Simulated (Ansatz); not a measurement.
Cartesian coordinates in Å:
```
O 0.1382 0.7510 2.1837
B 0.1824 0.3672 0.9077
C 0.6910 0.6518 -0.5042
C -0.0394 -0.6719 -0.2046
F 0.6766 -1.8288 -0.3715
Se -1.8658 -0.7669 -0.7698
H -0.2217 0.0868 2.7794
H 0.2953 1.3323 -1.2495
H 1.7710 0.5076 -0.5855
H -1.6276 -0.4291 -2.1857
```

The species carries charge 0 and has multiplicity 1.

Q: List the r2SCAN/def2-TZVPP orbital energies in eV (the Gaussian-basis code of Ansatz). (An estimate is asked.)

A: The calculation gave: Occupied: -12334.37, -1575.02, -1412.27, -1412.23, -1412.18, -666.17, -517.19, -275.72, -273.13, -211.15, -181.60, -154.63, -154.51, -154.30, -54.99, -54.98, -54.82, -54.72, -54.70, -31.68, -27.96, -21.37, -18.47, -15.30, -15.04, -13.55, -12.31, -11.48, -10.79, -10.61, -9.96, -9.71, -8.87, -7.24, -6.39, -6.14. Lowest empty: -1.45, -0.62, 0.26, 0.66, 1.68, 2.59, 2.90, 3.04.
